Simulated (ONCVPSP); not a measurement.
Reading a pseudo-wave (Mg)

Columns: radius, all-electron u(r) and pseudo u(r) of the 2p shell (level -66.87 eV) of magnesium in the configuration [He] 2s2 2p6; PW91, scalar-relativistic, ONCV scheme, ONCVPSP 4.0.1.

```tsv
r (bohr)	all-electron	pseudo
0.053	0.1110	0.0365
0.105	0.3245	0.1378
0.158	0.5544	0.2948
0.210	0.7524	0.4824
0.262	0.9094	0.6816
0.315	1.0256	0.8744
0.368	1.1014	1.0382
0.420	1.1423	1.1582
0.473	1.1559	1.2324
0.525	1.1480	1.2582
0.578	1.1237	1.2434
0.630	1.0881	1.1972
0.683	1.0436	1.1297
0.735	0.9945	1.0539
0.788	0.9411	0.9759
0.840	0.8872	0.9041
0.893	0.8319	0.8380
0.945	0.7782	0.7796
0.998	0.7248	0.7249
1.050	0.6742	0.6742
1.102	0.6256	0.6256
1.155	0.5784	0.5784
1.208	0.5338	0.5338
1.260	0.4926	0.4926
1.313	0.4532	0.4532
1.365	0.4170	0.4170
```

Task: How many radial nodes do the two functions have?

Result: The all-electron 2p function has n − l − 1 = 0; the pseudo-wave has 0.

Task: At about which radius was the pseudo-wave matched?

Result: 1.05 bohr, where the columns begin to agree (steps of 0.05 bohr).

Task: Where does each function peak?

Result: Outermost all-electron maximum near 0.47 bohr, pseudo maximum near 0.53 bohr (to the table’s step).

Task: Is the pseudo-wave norm-conserving?

Result: Yes: the ONCV scheme keeps the norm inside the radius equal to the all-electron one, which fixes the energy derivative of the logarithmic derivative at the level.
